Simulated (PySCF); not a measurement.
PySCF 2.14 output of an unrestricted r2SCAN calculation on a single atom or ion in aug-cc-pVQZ-PP with one added diffuse shell each of s, p, d, f, g type with ECP28MDF (8s8p6d4f3g, 117 functions), with a scalar-relativistic core potential:

```
SCF conv_tol = 1e-09
number electrons alpha = 13  beta = 12
    J. W. Furness, A. D. Kaplan, J. Ning, J. P. Perdew, and J. Sun.,  J. Phys. Chem. Lett. 11, 8208-8215 (2020)
    J. W. Furness, A. D. Kaplan, J. Ning, J. P. Perdew, and J. Sun.,  J. Phys. Chem. Lett. 11, 9248-9248 (2020)
    J. W. Furness, A. D. Kaplan, J. Ning, J. P. Perdew, and J. Sun.,  J. Phys. Chem. Lett. 11, 8208-8215 (2020)
    J. W. Furness, A. D. Kaplan, J. Ning, J. P. Perdew, and J. Sun.,  J. Phys. Chem. Lett. 11, 9248-9248 (2020)
cycle= 1 E= -328.564769169123  delta_E= -0.00572  |g|= 0.0224  |ddm|= 0.655
cycle= 2 E= -328.564962015255  delta_E= -0.000193  |g|= 0.0171  |ddm|= 0.113
cycle= 3 E= -328.565033272681  delta_E= -7.13e-05  |g|= 0.00156  |ddm|= 0.0407
cycle= 4 E= -328.565034609655  delta_E= -1.34e-06  |g|= 0.000348  |ddm|= 0.00473
cycle= 5 E= -328.565034742214  delta_E= -1.33e-07  |g|= 1.14e-05  |ddm|= 0.00192
cycle= 6 E= -328.565034742293  delta_E= -7.92e-11  |g|= 4.35e-07  |ddm|= 7.36e-05
converged SCF energy = -328.565034742293  <S^2> = 0.75331322  2S+1 = 2.0033105
```

The run itself started from symmetry-adapted Hartree-Fock orbitals and held the occupation by maximum overlap, on a logarithmic radial grid, so the iterations belong to that start.

Problem. Which element, charge and spin multiplicity is this?

Solution. Xe⁺ (xenon, charge +1), multiplicity 2; the state was [Kr] 4d10 5s1 5p6, 2S determinant (an excited configuration).

Energies and moments cover only the electrons outside the core potential.
